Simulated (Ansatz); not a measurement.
Mulliken charges of C2H5GaS, SMILES `C[CH]1[S][GaH]1` from r2SCAN/def2-TZVPP in Ansatz (PBE0-D4/def2-TZVP geometry).

```json
{"atom": "C1", "x (Å)": "0.393", "y (Å)": "0.607", "z (Å)": "-1.014", "charge (e)": "-0.087"}
{"atom": "C2", "x (Å)": "0.068", "y (Å)": "-0.542", "z (Å)": "-0.098", "charge (e)": "-0.083"}
{"atom": "S3", "x (Å)": "1.168", "y (Å)": "-0.694", "z (Å)": "1.433", "charge (e)": "-0.278"}
{"atom": "Ga4", "x (Å)": "-0.978", "y (Å)": "-0.391", "z (Å)": "1.529", "charge (e)": "0.189"}
{"atom": "H5", "x (Å)": "-0.353", "y (Å)": "0.684", "z (Å)": "-1.811", "charge (e)": "0.048"}
{"atom": "H6", "x (Å)": "0.421", "y (Å)": "1.561", "z (Å)": "-0.482", "charge (e)": "0.032"}
{"atom": "H7", "x (Å)": "1.373", "y (Å)": "0.466", "z (Å)": "-1.482", "charge (e)": "0.049"}
{"atom": "H8", "x (Å)": "0.021", "y (Å)": "-1.498", "z (Å)": "-0.615", "charge (e)": "0.077"}
{"atom": "H9", "x (Å)": "-2.113", "y (Å)": "-0.194", "z (Å)": "2.541", "charge (e)": "0.053"}
```

Task: By hand: the dipole of these point charges (1 e Å = 4.8032 D).

Result: Σ q r = (-0.596, 0.091, -0.101) e Å, of length 0.611 e Å = 2.93 D.

Task: How does the dipole of the full density compare? (An estimate is asked.)

Result: Ansatz gave: (-0.487, 0.079, -0.151) e Å, 2.48 D; the point charges give 1.18 times that, at 8° from its direction.

Point charges leave out the atoms' own dipoles, such as those of lone pairs, and Mulliken's split depends on the basis, so the two needn't agree.
